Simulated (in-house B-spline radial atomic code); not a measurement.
A run on the germanium ion Ge³⁺ (an excited or competing configuration) that did not converge. Method: non-relativistic wB97X, spin-polarised, spherical fractional occupations, point nucleus; computed with an all-electron radial atomic-structure program (B-spline basis).

Command:
```bash
python run_scf.py task.json out
```
Settings:
```
Z                32
configuration    [Ar] 3d9 4s1 5f1
hamiltonian      nr
method           wb97x
spin_polarised   True
```

First and last ten iterations of the last attempt (damped for 15 steps, keeping 80 % of the old Fock matrix, then DIIS):
```
 iter        energy (Eh)    residual
    1       -2067.099688    4.19e-01
    2       -2068.973140    4.33e-01
    3       -2070.768397    2.81e-01
    4       -2071.604771    1.78e-01
    5       -2071.973488    1.11e-01
    6       -2072.129142    6.85e-02
    7       -2072.192809    4.33e-02
    8       -2072.218303    2.73e-02
    9       -2072.228412    1.73e-02
   10       -2072.232422    1.10e-02
  111       -2072.235215    2.42e-05
  112       -2072.235215    3.90e-06
  113       -2072.235215    2.63e-06
  114       -2072.235215    1.26e-06
  115       -2072.235215    1.11e-06
  116       -2072.235215    1.39e-06
  117       -2072.235215    1.61e-06
  118       -2072.235215    1.48e-06
  119       -2072.235215    9.98e-06
  120       -2072.235215    1.82e-06
 not converged after 120 iterations
```

The smallest residual met was 1.0e-06; the threshold is about 3e-07. Over the last five steps the energy moves by less than 1e-08 hartree, but the orbitals didn't meet the threshold. Run time, properties included: 10 s on 1 thread of Arm Neoverse V2, with other jobs on the host.
